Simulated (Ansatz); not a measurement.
Relaxation of Sn2F4 with UKS PBE0-D4/def2-SVP.

```sh
$ ansatz run in.yaml --threads 4 --pin off --events-out ev --progress --plain --max-ram 4787MiB
```

```yaml
crystal:
  periodic: [false, false, false]
  atoms:
    - {symbol: Sn, position_ang: [-1.509911, -0.601827, 0.559228]}
    - {symbol: Sn, position_ang: [1.520936, 0.601284, -0.571917]}
    - {symbol: F, position_ang: [0.607277, -0.969059, 0.573747]}
    - {symbol: F, position_ang: [-0.592204, 0.984643, -0.562879]}
    - {symbol: F, position_ang: [-1.299821, 0.469935, 2.179185]}
    - {symbol: F, position_ang: [1.273723, -0.484976, -2.177364]}
basis:
  gaussian: {orbitals: def2-SVP}
magnetization: {spin_polarized: true, initial_magnetization: 4}
hamiltonian: {xc: pbe0, dispersion: d4}
scf: {lower_state_search: "off"}
output: {orbitals: {seedname: orbitals}}
relax: {f_tol: 0.02, max_steps: 100}
```

It took 14 s on 4 threads of AMD EPYC 9R45 on a shared host.

Positions (Å) and forces (eV/Å) at steps 1, 2, 3, 4, 5, 7, 8, 9, 10, 11, 12, 13, 14, 15, 16 of 16:

```xyz
6
step=1 energy=-22508.2245 eV
Sn   -1.510   -0.602    0.559   -0.561   -0.047    0.515
Sn    1.521    0.601   -0.572    0.563    0.042   -0.526
F     0.607   -0.969    0.574   -0.226    0.367   -0.205
F    -0.592    0.985   -0.563    0.224   -0.360    0.219
F    -1.300    0.470    2.179   -0.267   -0.114    0.085
F     1.274   -0.485   -2.177    0.267    0.112   -0.088
6
step=2 energy=-22508.3325 eV
Sn   -1.623   -0.598    0.686    0.858    0.442   -0.143
Sn    1.634    0.597   -0.699   -0.858   -0.438    0.150
F     0.534   -0.848    0.505    0.411   -0.676    0.389
F    -0.518    0.866   -0.492   -0.412    0.673   -0.393
F    -1.440    0.462    2.313   -0.256   -0.060    0.166
F     1.412   -0.478   -2.312    0.258    0.059   -0.169
6
step=3 energy=-22508.4959 eV
Sn   -1.578   -0.557    0.708    0.208    0.191    0.113
Sn    1.589    0.557   -0.721   -0.209   -0.191   -0.112
F     0.558   -0.887    0.527    0.091   -0.155    0.088
F    -0.542    0.905   -0.515   -0.093    0.153   -0.089
F    -1.508    0.458    2.378   -0.127   -0.085   -0.014
F     1.481   -0.475   -2.378    0.130    0.087    0.014
6
step=4 energy=-22508.4827 eV rejected
Sn   -1.559   -0.509    0.774   -0.016   -0.530   -0.878
Sn    1.567    0.508   -0.783    0.008    0.550    0.918
F     0.562   -0.902    0.532    0.006   -0.003   -0.008
F    -0.552    0.915   -0.522    0.015    0.007   -0.005
F    -1.583    0.441    2.427   -0.023    0.521    0.911
F     1.565   -0.453   -2.428    0.010   -0.545   -0.938
6
step=5 energy=-22508.5190 eV
Sn   -1.564   -0.537    0.729    0.022    0.025    0.033
Sn    1.574    0.537   -0.741   -0.023   -0.025   -0.032
F     0.565   -0.900    0.533    0.008   -0.024    0.009
F    -0.549    0.917   -0.521   -0.008    0.023   -0.010
F    -1.544    0.454    2.408   -0.068   -0.001    0.065
F     1.519   -0.470   -2.409    0.070    0.001   -0.065
6
step=7 energy=-22508.5330 eV
Sn   -1.554   -0.515    0.788    0.025   -0.052    0.065
Sn    1.561    0.517   -0.795   -0.025    0.055   -0.060
F     0.563   -0.917    0.513   -0.070   -0.005   -0.076
F    -0.552    0.928   -0.506    0.066    0.004    0.078
F    -1.631    0.460    2.480   -0.008    0.021   -0.065
F     1.612   -0.472   -2.480    0.012   -0.023    0.059
6
step=8 energy=-22508.7326 eV
Sn   -1.506   -0.588    0.839    0.586   -0.062    0.102
Sn    1.511    0.589   -0.845   -0.586    0.060   -0.094
F     0.577   -0.996    0.338   -0.257   -0.120   -0.385
F    -0.567    1.004   -0.331    0.255    0.119    0.381
F    -1.687    0.546    2.429   -0.212    0.138   -0.156
F     1.671   -0.555   -2.430    0.214   -0.135    0.152
6
step=9 energy=-22509.0711 eV
Sn   -1.433   -0.645    0.918    1.029    0.483    0.211
Sn    1.437    0.646   -0.923   -1.030   -0.493   -0.201
F     0.579   -1.076    0.160   -0.525    0.171   -0.391
F    -0.570    1.081   -0.153    0.523   -0.169    0.384
F    -1.787    0.627    2.408   -0.285   -0.177   -0.390
F     1.773   -0.634   -2.409    0.289    0.185    0.387
6
step=10 energy=-22509.5429 eV
Sn   -1.304   -0.654    1.029    0.820    0.761    0.233
Sn    1.306    0.656   -1.031   -0.820   -0.777   -0.228
F     0.543   -1.138   -0.025   -0.558    0.305   -0.194
F    -0.536    1.140    0.030    0.556   -0.298    0.189
F    -1.924    0.683    2.385   -0.241   -0.399   -0.357
F     1.914   -0.687   -2.388    0.243    0.407    0.358
6
step=11 energy=-22509.9433 eV
Sn   -1.191   -0.575    1.173    0.542    0.501    0.013
Sn    1.192    0.576   -1.174   -0.535   -0.512   -0.016
F     0.499   -1.146   -0.161   -0.508    0.037    0.153
F    -0.489    1.148    0.168    0.501   -0.031   -0.152
F    -2.106    0.685    2.418   -0.103   -0.371   -0.193
F     2.096   -0.687   -2.424    0.103    0.376    0.195
6
step=12 energy=-22510.1247 eV
Sn   -1.047   -0.502    1.290   -0.150    0.404    0.094
Sn    1.047    0.501   -1.290    0.143   -0.404   -0.086
F     0.334   -1.203   -0.139    0.381   -0.013   -0.433
F    -0.329    1.203    0.145   -0.376    0.015    0.426
F    -2.237    0.608    2.423    0.035   -0.031   -0.035
F     2.231   -0.609   -2.429   -0.033    0.029    0.034
6
step=13 energy=-22510.1716 eV
Sn   -1.055   -0.431    1.286   -0.067   -0.144    0.104
Sn    1.055    0.431   -1.286    0.067    0.145   -0.104
F     0.359   -1.196   -0.172    0.059   -0.277   -0.013
F    -0.357    1.197    0.174   -0.059    0.277    0.013
F    -2.264    0.596    2.458   -0.059    0.058    0.057
F     2.262   -0.596   -2.461    0.060   -0.058   -0.056
6
step=14 energy=-22510.1778 eV
Sn   -1.049   -0.431    1.283   -0.061   -0.002    0.053
Sn    1.049    0.431   -1.283    0.060    0.002   -0.053
F     0.363   -1.227   -0.179   -0.006    0.036    0.010
F    -0.361    1.227    0.181    0.006   -0.036   -0.010
F    -2.266    0.596    2.456    0.004   -0.009    0.007
F     2.264   -0.597   -2.458   -0.003    0.009   -0.007
6
step=15 energy=-22510.1783 eV
Sn   -1.063   -0.429    1.294    0.048    0.033   -0.065
Sn    1.063    0.429   -1.294   -0.048   -0.033    0.065
F     0.361   -1.216   -0.175   -0.001    0.010    0.002
F    -0.359    1.216    0.176    0.001   -0.010   -0.002
F    -2.278    0.596    2.473    0.012   -0.008   -0.009
F     2.275   -0.596   -2.475   -0.012    0.008    0.010
6
step=16 energy=-22510.1790 eV
Sn   -1.059   -0.428    1.288    0.000    0.001   -0.001
Sn    1.059    0.428   -1.288    0.000   -0.001    0.001
F     0.362   -1.220   -0.174    0.000    0.000    0.000
F    -0.360    1.220    0.176    0.000    0.000    0.000
F    -2.272    0.595    2.468    0.001    0.000    0.000
F     2.271   -0.595   -2.470    0.000    0.000    0.000
```

In the def2 sets Sn takes a core potential; there is no spin–orbit coupling. The relaxation made no stability test and no search for a lower SCF solution. At PBE0-D4/def2-SVP a singlet of charge 0 lies 7.37 eV below the quintet, each at its own geometry. The structure comes from a short search, and lower isomers may exist.
